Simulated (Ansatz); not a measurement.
```xyz
8

C     0.6993    0.7577    0.0570
C    -0.6484    0.7887   -0.0376
C    -0.6044   -0.8134    0.0188
C     0.6553   -0.7975   -0.0673
H     1.4547    1.5769    0.0335
H    -1.4599    1.6174   -0.0524
H    -1.4054   -1.5471    0.0397
H     1.4301   -1.5546    0.0815
```

Basis set: STO-3G (spherical functions). Correlated methods keep 4 orbitals frozen. Charge 0, multiplicity 1.

Computed with Ansatz (development build ahead of 0.2.0); each method stands on the lowest determinant of its kind that the runs found. Restricted open shells among the atoms or ions are ROHF, correlated in semicanonical orbitals with singles.

Q: Give the atomization energy at this shape (free ground-state atoms in the same class of orbitals less the molecule, no zero-point energy) of singlet C4H4 by RHF-MP2, RHF.

A:

| method | atomization energy |
| --- | --- |
| RHF-MP2 | 3363.3 kJ/mol |
| RHF | 2805.6 kJ/mol |

Caution: the shape is not the minimum.

This basis has no polarisation functions and is too small for such energies, which can lie far from measured ones in either direction.
